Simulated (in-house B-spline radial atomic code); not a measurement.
Settings and results of a run for Ho IV (Ho3+) (with a hole in an inner shell). Computed with a B-spline radial code for spherical atoms: Dirac-Hartree-Fock, average of configuration, Fermi nucleus of rms radius 5.2022 fm.

Command:
```bash
python run_scf.py task.json out
```
Settings (nuclear radius in fm, mass in u):
```
Z                67
configuration    1s2 2s2 2p6 3s2 3p6 3d10 4s1 4p6 4d10 4f11 5s2 5p6
hamiltonian      dirac
method           hf
spin_polarised   False
nucleus          fermi
rms_radius       5.2022
atomic_mass      164.93033
speed_of_light   137.035999084
```

Output (hartree, bohr):
```
 radial grid: 72 intervals, B-splines of order 8, outer radius 39.1892 bohr

 iter        energy (Eh)    residual
    1      -12542.247796    9.41e-01
    2      -12565.083538    1.90e+00
    3      -12601.743523    3.73e-01
    4      -12603.755002    1.12e-01
    5      -12603.997513    2.44e-02
    6      -12604.005256    3.87e-03
    7      -12604.005515    8.65e-04
    8      -12604.005534    1.08e-03
    9      -12604.005559    6.75e-05
   10      -12604.005559    3.51e-06
   11      -12604.005559    1.90e-07

 total energy                    -12604.00556
 kinetic                           13860.4717
 electron-nucleus                 -31056.9278
 electron-electron                  4592.4506

 first-order corrections (not in the total)
   Gaunt                            13.5618
   retardation                      -1.4305
   frequency dependence             -0.2004
   self-energy                       9.5926
   Uehling                          -1.6200
   Wichmann-Kroll                    0.0551
   recoil                            0.0266

 orbital      occ     eigenvalue          <r>       <r^2>       <1/r>     <1/r^3>     <1/r^2>       r_max    small
 1s1/2      2.000     -2057.8610    0.0207358 0.000588073      76.037           -     13369.1     0.01312  6.27e-02
 2s1/2      2.000      -349.9905    0.0874602  0.00909736     18.2686           -     1728.37     0.07472  1.40e-02
 2p1/2      2.000      -332.4291    0.0729767  0.00659554     18.2028           -      546.09     0.05631  1.40e-02
 2p3/2      4.000      -300.8467    0.0800993  0.00781204     15.8783     11562.1     343.819     0.06239  1.29e-02
 3s1/2      2.000       -81.1856     0.228887   0.0600259     6.69064           -     378.305      0.2111  4.51e-03
 3p1/2      2.000       -73.5421     0.218713   0.0556728     6.60193           -     121.084      0.1988  4.44e-03
 3p3/2      4.000       -66.8189     0.231978   0.0624332     6.01364     2523.26      77.474      0.2114  4.14e-03
 3d3/2      4.000       -53.8375     0.205109   0.0494747     5.87997     425.682     43.2786      0.1674  4.00e-03
 3d5/2      6.000       -52.3842      0.20925   0.0513594     5.73515     374.282     40.7198       0.171  3.91e-03
 4s1/2      1.000       -18.1119     0.520419    0.306333     2.77295           -      89.809      0.4843  1.42e-03
 4p1/2      2.000       -14.8056     0.528832    0.318213     2.66841           -     28.1124      0.4871  1.34e-03
 4p3/2      4.000       -13.2791     0.558062    0.354162     2.47518     556.409     18.1902      0.5133  1.23e-03
 4d3/2      4.000        -8.2238      0.58846    0.401784     2.25468     80.7785     9.23007      0.5179  1.06e-03
 4d5/2      6.000        -7.9391     0.599207    0.416424     2.20477     69.8707     8.66503      0.5268  1.03e-03
 4f5/2      4.714        -1.8050     0.745251    0.704536     1.71789     11.0801     3.81201      0.5172  6.64e-04
 4f7/2      6.286        -1.7623     0.755624    0.725484     1.69633      10.648     3.71735      0.5225  6.51e-04
 5s1/2      2.000        -3.3620      1.27108     1.81723     1.04906           -     15.0983        1.14  2.94e-04
 5p1/2      2.000        -2.4010      1.40369     2.22652    0.932876           -     4.10052        1.23  2.34e-04
 5p3/2      4.000        -2.1847      1.49223     2.51469    0.867141     71.5494     2.65033       1.305  2.08e-04
```

Run time, properties included: 1.3 s on 1 thread of Arm Neoverse V2, with other jobs on the host.

For the Dirac Hamiltonian the kinetic term is c α·p + (β - 1)c².
